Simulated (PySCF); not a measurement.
UHF on Mg+ (magnesium, charge +1)

Configuration: [Ne] 3s1, 2S determinant. Calculation: PySCF 2.14, in aug-cc-pVDZ; no relativity, point nucleus.

```json
{"Total energy": "-199.364918 hartree", "One-electron energy": "-275.6023 hartree", "Hartree (Coulomb) energy": "92.0916 hartree", "Exchange energy": "-15.8542 hartree", "Kinetic energy": "199.27197 hartree", "⟨S²⟩": "0.7500", "⟨L²⟩": "0.000", "Sum of ⟨r⟩": "8.616 bohr", "Sum of ⟨r²⟩": "14.16 bohr²", "Density at the nucleus (Gaussians lack the cusp)": "1060 bohr⁻³", "Spin density at the nucleus": "1.55 bohr⁻³", "Langevin diamagnetic susceptibility": "-11.2 ×10⁻⁶ cm³/mol"}
```

```tsv
shell	electrons	mean orbital energy (hartree)	rms radius, mean of both spins (bohr)
1s α	1	-49.37215	0.152
1s β	1	-49.36623	0.152
2s α	1	-4.10030	0.756
2s β	1	-4.08547	0.756
2p α	3	-2.61308	0.772
2p β	3	-2.60770	0.772
3s α	1	-0.54103	3.07
```
